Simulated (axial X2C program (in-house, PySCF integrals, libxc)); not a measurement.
TiB⁺: bond constants with and without spin–orbit coupling

All values were computed with an in-house all-electron X2C program for linear molecules (integrals from PySCF). Spin-free means the one-electron spin-free X2C Hamiltonian; two-component (2c) means X2C with spin–orbit coupling and atomic mean-field two-electron Coulomb and Gaunt terms, so the difference of the two also holds small scalar two-electron terms. Basis: Ti dyall-cv3z [10s10p6d4f2g], B dyall-v3z [7s6p2d1f] (cores contracted in-house); Gaussian nuclei, density fitting, unrestricted open shells. Masses: Ti 47.948 u, B 11.009 u.

State, spin-free: M_S = 2, Λ = 2 (beyond evenly filled blocks: σα, π+α, π-α, δ+α); electrons by block: σα: 8, σβ: 7, π+α: 3, π+β: 2, π-α: 3, π-β: 2, δ+α: 1. Fragments: Ti+ + B.

State, 2c: Ω = 4 (⟨Sz⟩ = 2.00, ⟨Lz⟩ = 2.00 at PBE0); electrons by block: 1/2: 10, -1/2: 10, 3/2: 3, -3/2: 2, 5/2: 1. Fragments: Ti+ + B.

| Hamiltonian | level | Re (Å) | ωe (cm⁻¹) | Be (cm⁻¹) | De (eV) | k (mdyn/Å) | μ (D) |
| --- | --- | --- | --- | --- | --- | --- | --- |
| spin-free | PBE0 | 2.075 | 495.5 | 0.4373 | 2.50 | 1.3 | -3.16 |
| spin-free | PW91 | 2.057 | 547.3 | 0.4452 | 3.13 | 1.58 | -2.92 |
| 2c | PBE0 | 2.075 | 494.9 | 0.4373 | n/a | 1.29 | -3.16 |
| 2c | PW91 | 2.056 | 547.2 | 0.4452 | n/a | 1.58 | -2.92 |

Dipoles are positive if B is the positive end and refer to the centre of mass.

Occupations by symmetry block were frozen at the best pattern of an incomplete PBE0 search. Dissociation energies refer to the lowest single-determinant-based atoms at the same level and basis. De is not given where an atomic determinant may have missed its ground term or J level, or where the truncated virtual space spoils (T). Density functionals use the spin component along the axis (collinear). PBE0 can misorder states that lie within some tenths of an eV, so this need not be the ground state of the molecule. The nearest other spin-free determinant of the search, M_S = 2, Λ = 0, lies 0.47 eV up at the distance of the search. The functionals have no current-density term, which raises determinants with orbital currents, atoms included. With several unpaired electrons one determinant need not be a pure state. Open-shell Ω = 0 determinants with evenly filled partner blocks cannot be reached by this program, so the Ω shown need not be the lowest component. At some level and bond length an empty orbital lies below a filled one.

No reliable constants came from HF (2c), HF (spin-free), MP2 (2c), MP2 (spin-free): no minimum in range, unconverged points, a curve that is not smooth, a change of character along it, or the two Hamiltonians disagreeing along it.

Rough cost a point (2c) on 1 thread(s) of a shared host, integrals apart: PBE0 0.5 s, PW91 0.3 s.

The whole task took 2.4 min on 1 thread of Intel(R) Xeon(R) Platinum 8488C (Sapphire Rapids), on a shared host.
